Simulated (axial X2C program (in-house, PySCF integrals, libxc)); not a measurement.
## PtSe⁻: properties at the nuclei

Computed with an in-house all-electron X2C program for linear molecules (integrals from PySCF): two-component X2C with atomic mean-field Coulomb and Gaunt terms, Gaussian nuclei, basis Pt dyall-acv3z, Se dyall-acv3z with contracted cores.

R = 2.228 Å (near the PBE0 minimum at charge -1 of the determinant lowest at the starting distance; the state shown can have its own minimum elsewhere).

Input and command:
```json
{"zs": [78, 34], "q": -1, "bas": ["dyall-acv3z", "dyall-acv3z"], "r0": 2.19, "levels": ["PBE0", "HF", "LDA", "BP86", "BHandHLYP"], "nst": 3}
```
```bash
python soeom.py task.json out
```

Keys: zs atomic numbers; q charge; bas basis sets; r0 starting distance in Å; levels methods; nst determinants followed.

Determinant lowest in the PBE0 search, Ω = 3/2 (⟨Sz⟩ = 0.48, ⟨Lz⟩ = 1.02 at PBE0), spin on the atoms Pt 0.22, Se 0.26:

| level | Eeff magnitude (GV/cm) | Ws magnitude Pt (kHz) | A∥/gI Pt (MHz) | qzz Pt (a.u.) | A∥/gI Se (MHz) | qzz Se (a.u.) |
| --- | --- | --- | --- | --- | --- | --- |
| PBE0 | 5.79 | 5.32 | 456 | 5.19 | 165 | 2.47 |
| HF | 86.8 | 68.1 | 1650 | -0.91 | -103 | 0.56 |
| LDA | 1.86 | 2.34 | 339 | 6.51 | 191 | 2.86 |
| BP86 | 4.07 | 3.96 | 410 | 6.23 | 176 | 2.76 |
| BHandHLYP | 6.82 | 6 | 526 | 4.43 | 150 | 2.62 |

Determinant 0.70 eV from it at PBE0 and this distance, Ω = 5/2 (⟨Sz⟩ = 0.50, ⟨Lz⟩ = 2.00 at PBE0), spin on the atoms Pt 0.52, Se -0.02:

| level | Eeff magnitude (GV/cm) | Ws magnitude Pt (kHz) | A∥/gI Pt (MHz) | qzz Pt (a.u.) | A∥/gI Se (MHz) | qzz Se (a.u.) |
| --- | --- | --- | --- | --- | --- | --- |
| PBE0 | 0.0394 | 0.142 | 760 | -2.47 | 0.651 | 4.89 |
| HF | 11.4 | 4.95 | 576 | -4.65 | 6.19 | 4.17 |
| LDA | 0.434 | 0.299 | 776 | -1.55 | -0.188 | 5.17 |
| BP86 | 0.0707 | 0.0678 | 776 | -1.74 | 1.87 | 5.06 |
| BHandHLYP | 0.812 | 0.204 | 702 | -3.10 | -1.56 | 4.90 |

Eeff is the effective electric field on the electron electric dipole moment in this Ω state and Ws the scalar–pseudoscalar constant of the nucleus named (defined with the proton number Z and per Ω); A∥ (defined per Ω) follows by multiplying with gI = μI/(I μN); qzz is the electric field gradient, eQq0 = 234.96 MHz × Q/barn × qzz. The operators were transformed with the bare-nucleus X2C matrices; with these basis sets, hyperfine constants and field gradients can be off by tens of per cent, and where levels differ in sign neither size nor sign is settled.

Each state is one determinant with collinear spin. Unrestricted Hartree–Fock can overshoot spin polarisation at the nuclei. In the state Ω = 5/2 the sign of Eeff differs between levels (HF, BP86, BHandHLYP against PBE0). For an anion, determinants above electron detachment, or with a positive highest level, are held by the basis set. Where Eeff spreads by more than a factor of two the levels disagree and none is to be relied on. The search compared states at one distance, so a state with another bond length can lie lower. The sign of Ws at Pt differs between levels in the second state. Further determinants of the search, some of them spin-mixed, are not shown. Where a field gradient or hyperfine factor spreads by more than a factor of two over the levels, a constant derived from it is not to be relied on. PBE0 term energies can be off by some tenths of an eV.
